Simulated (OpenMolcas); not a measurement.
Ir5+ (d4) among equal point charges was computed by CASSCF with the d shell active (OpenMolcas, ANO-RCC-VDZP on the metal). Its lowest spin-free states, and all those of the highest spin:

```
2S+1  Degeneracy  E (cm-1)
   5           3       0.0
   5           2      1158
   3           3     19082
   3           3     19472
   3           3     20170
   3           2     20339
   3           3     22124
   3           3     22796
   3           3     23086
   3           1     23307
   3           3     24081
   3           2     24700
```

Task: Is the site octahedral, tetrahedral or cube-like, axial, or of lower symmetry?

Result: The states with 2S+1 = 5 have orbital degeneracies 3, 2. Threefold states need a cubic site. For d4 at this spin an octahedron puts the twofold E below the threefold T2 and a tetrahedron or cube puts the threefold T2 below the twofold E, so the site is a tetrahedron or a cube, which this pattern cannot tell apart. The first gap at this spin, 1160 cm-1, is |10Dq| in ligand-field theory. The run had Ir5+ among 4 point charges of -1 e arranged as a tetrahedron (Td), 2.16 Å from the ion.

Spin-orbit coupling mixes the spin-free states strongly: the lowest level takes only 42 % from its leading state, 5T2. Without dynamic correlation the repulsion within the d shell is too large (B by tens of per cent), so at a given field states of lower spin stand too high. Point charges give a weaker field than real ligands, and real ions of this kind are as a rule low spin; the high spin found here belongs to the model. The ground term spreads over less than 5000 cm-1, several times less than with real ligands, so orbital moments are less quenched and χT lies further from the spin-only value than at real sites. This is an electrostatic model: the charges have no orbitals. No measured value stands beside these numbers.
